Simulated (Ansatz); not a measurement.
Cost and result up the ladder for `CC(C)(C)C#CC#CC#CC(C)(C)C` (32 atoms). Charge 0, multiplicity 1. Geometry: PBE-D4/def2-SVP.

```xyz
32

C    -3.2802    2.2533    3.6436
C    -2.5356    0.9088    3.8330
C    -3.5611   -0.2313    4.0484
C    -1.5909    1.0013    5.0564
C    -1.7424    0.6235    2.6320
C    -1.0727    0.3818    1.6196
C    -0.3378    0.1191    0.5096
C     0.3379   -0.1214   -0.5089
C     1.0723   -0.3847   -1.6192
C     1.7417   -0.6253   -2.6321
C     2.5355   -0.9090   -3.8331
C     4.0391   -0.7509   -3.4983
C     2.2527   -2.3582   -4.2996
C     2.1406    0.0873   -4.9508
H    -3.9607    2.2114    2.7703
H    -3.8840    2.4797    4.5465
H    -2.5654    3.0846    3.4843
H    -4.1672   -0.0262    4.9549
H    -4.2467   -0.3183    3.1826
H    -3.0503   -1.2052    4.1832
H    -1.0444    0.0498    5.2095
H    -2.1800    1.2171    5.9715
H    -0.8452    1.8097    4.9227
H     4.2646    0.2791   -3.1582
H     4.3440   -1.4531   -2.6975
H     4.6498   -0.9627   -4.4001
H     2.5247   -3.0894   -3.5130
H     2.8485   -2.5843   -5.2079
H     1.1805   -2.4957   -4.5424
H     2.7346   -0.1180   -5.8652
H     1.0661   -0.0055   -5.2046
H     2.3320    1.1326   -4.6376
```

Ansatz on 4 threads of Arm Neoverse V2 on a shared host. Times are rough, and most runs start from the orbitals of an earlier one. PBE0-D4/def2-TZVP serves as the yardstick here, not as an exact answer. Differences are given only for rows in sets of like size (and for xTB, whose basis is part of the method), since another set adds its own error. Binding counts from free atoms at the same level (C triplet, H doublet; other spins of the atoms weren't run), without zero-point energy or a counterpoise term.

B3LYP takes the VWN-RPA correlation. Correlated methods freeze 14 core orbitals. The rows differ in basis, and correlated rows in double-zeta sets carry the largest basis error.

Run but left out: HF/6-31G (restricted singlet, unstable in another Hartree–Fock run and untested here).

Correlated methods converge slowly with the basis, most of all in double-zeta sets.

```tsv
level	functions	wall time	binding energy per atom (eV)	difference from PBE0-D4/def2-TZVP (eV)	remarks
B3LYP-D4/6-31G	162	3.9 s	4.49	–	–
PBE-D4/def2-SVP	286	4.6 s	4.75	–	–
PBE0-D4/def2-SVP	286	9 s	4.66	–	–
MP2/def2-SVP	286	13 s	4.48	–	restricted SCF unstable
PBE-D4/def2-TZVP (with forces)	542	14 s	4.69	0.09	–
r2SCAN-D4/def2-TZVP	542	20 s	4.57	-0.03	–
PBE0-D4/def2-TZVP	542	26 s	4.60	0.00	–
r2SCANh-D4/def2-TZVP	542	35 s	4.55	-0.06	–
B97M-V/def2-TZVP (with forces)	542	51 s	4.56	-0.05	–
```
